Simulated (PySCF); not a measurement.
## Working out the ionisation energy of Cd

Cd [Kr] 4d10 5s2 (1S) → Cd⁺ [Kr] 4d10 5s1 (2S). Calculation: PySCF 2.14, in aug-cc-pwCVDZ-PP with ECP28MDF; a scalar-relativistic core potential. Frozen: 4s2 4p6. Energies in hartree (1 hartree = 27.21139 eV):

```json
{"part": "UHF", "Cd (lower)": "-166.837880", "Cd⁺ (upper)": "-166.568382"}
{"part": "CCSD correlation", "Cd (lower)": "-0.412372", "Cd⁺ (upper)": "-0.363241"}
{"part": "(T)", "Cd (lower)": "-0.012240", "Cd⁺ (upper)": "-0.008295"}
```

What does Hartree-Fock give?

(-166.568382) − (-166.837880) = 0.269498 hartree = 7.333 eV.

What do CCSD and CCSD(T) give?

The CCSD correlation energies differ by 0.049131 hartree = 1.337 eV and the triples by 0.003945 hartree = 0.107 eV, so CCSD gives 8.670 eV and CCSD(T) 8.777 eV.

Measured between the centres of the two terms (NIST): 8.994 eV, so CCSD(T) (valence) is off by -0.217 eV.

A double-zeta basis recovers only part of the correlation energy.

What remains against the reference includes basis incompleteness, the frozen core and higher excitations.
